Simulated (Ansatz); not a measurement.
`N=[CH][Al]([F])[SH]` + `O[SiH3]` → `[F][Al]([SH])[O][SiH3]` + `C=N`  (ligand exchange at the Al–C bond)

Computed with Ansatz on PBE0-D4/def2-TZVP structures; ΔE is electronic, products minus reactants. CBS: MP2 limit from def2 TZ/QZ plus the TZ coupled-cluster correction, frozen cores. This one scheme is used for every species. Functionals use def2-TZVPP. B3LYP here is the variant with VWN-RPA as its local correlation; programs differ in this. HSE06 is defined as in plane-wave codes. One conformer a species, not always the lowest.

`N=[CH][Al]([F])[SH]`:

Z-matrix (Å, degrees):
```
C
Al 1 1.968
N 1 1.274 2 112.3
H 1 1.100 2 126.2 3 -180.0
S 2 2.156 1 117.8 3 0.1
F 2 1.647 1 121.1 3 -179.9
H 3 1.024 1 112.8 2 -180.0
H 5 1.352 2 87.1 1 -0.0
```

`O[SiH3]`:

```xyz
6

O     0.211   -0.854   -0.932
Si    0.044    0.152    0.362
H    -0.272   -0.640   -1.730
H     0.495    1.535    0.045
H     0.892   -0.420    1.433
H    -1.370    0.226    0.822
```

`[F][Al]([SH])[O][SiH3]`:

Cartesian coordinates in Å:
```
F -2.156 -0.059 -1.963
Al -1.517 0.194 -0.474
S -2.850 0.884 1.078
O 0.102 -0.078 -0.192
Si 1.699 -0.390 -0.126
H -1.855 0.909 1.982
H 1.927 -1.858 -0.164
H 2.391 0.243 -1.278
H 2.260 0.155 1.138
```

`C=N`:

Z-matrix (Å, degrees):
```
C
N 1 1.261
H 1 1.096 2 124.9
H 1 1.092 2 118.8 3 -180.0
H 2 1.021 1 111.0 3 -0.0
```

```tsv
level	ΔE (kJ/mol)	difference from CCSD(T)/CBS
PBE-D4	-142.6	18.3
r2SCAN-D4	-159.2	1.7
B97M-V	-160.9	0.0
B3LYP-D4	-161.0	-0.1
r2SCANh-D4	-160.8	0.1
PBE	-142.8	18.1
revPBE	-144.1	16.8
PBE0	-151.3	9.6
HSE06	-150.9	10.0
BHLYP	-171.1	-10.2
CAM-B3LYP	-164.8	-3.9
RPA@PBE/def2-TZVPP	-159.7	1.2
HF/def2-SVP	-182.3	-21.4
CCSD(T)/def2-SVP	-163.6	-2.7
MP2/def2-TZVPP	-163.5	-2.6
CCSD(T)/def2-TZVPP	-162.0	-1.1
CCSD(T)/CBS	-160.9	0
```

Largest T1 diagnostic among the species: 0.013.

From BLYP to BHLYP (50 % exact exchange), in def2-TZVPP and without D4, ΔE moves by −15.7 kJ/mol. In def2-TZVPP, CCSD(T) changes the Hartree–Fock value by +22.0 kJ/mol (the triples alone add +4.4 kJ/mol) and MP2 by +20.4 kJ/mol.
